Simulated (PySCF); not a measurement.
**How methods differ on the ionisation energy of Sc**

Sc [Ar] 3d1 4s2 (2D) → Sc⁺ [Ar] 3d1 4s1 (3D), as a difference of total energies. Computed with PySCF 2.14 in x2c-QZVPPall (11s7p5d3f2g, 96 functions), with the spin-free X2C one-electron Hamiltonian (Gaussian nucleus). Correlated levels: valence: [Ar] frozen; valence and next inner shell: [Ne] frozen. The calculations carry no spin-orbit coupling.

```json
{"method": "UHF", "ionisation energy (eV)": "5.388", "error (eV)": "-1.174"}
{"method": "LDA", "ionisation energy (eV)": "6.678", "error (eV)": "+0.116"}
{"method": "PBE", "ionisation energy (eV)": "6.526", "error (eV)": "-0.036"}
{"method": "PBE0", "ionisation energy (eV)": "6.372", "error (eV)": "-0.190"}
{"method": "wB97M-V", "ionisation energy (eV)": "6.536", "error (eV)": "-0.026"}
{"method": "LC-wPBE", "ionisation energy (eV)": "6.192", "error (eV)": "-0.370"}
{"method": "PBEsol", "ionisation energy (eV)": "6.480", "error (eV)": "-0.082"}
{"method": "MP2 (valence)", "ionisation energy (eV)": "6.110", "error (eV)": "-0.452"}
{"method": "SCS-MP2 (valence)", "ionisation energy (eV)": "6.260", "error (eV)": "-0.302"}
{"method": "MP2 (valence and next inner shell)", "ionisation energy (eV)": "6.363", "error (eV)": "-0.199"}
{"method": "SCS-MP2 (valence and next inner shell)", "ionisation energy (eV)": "6.443", "error (eV)": "-0.119"}
```

Reference: 6.562 eV (measured; NIST levels, between the centres of gravity of the two terms).

Errors of the correlated levels include the incompleteness of this basis and the frozen core.
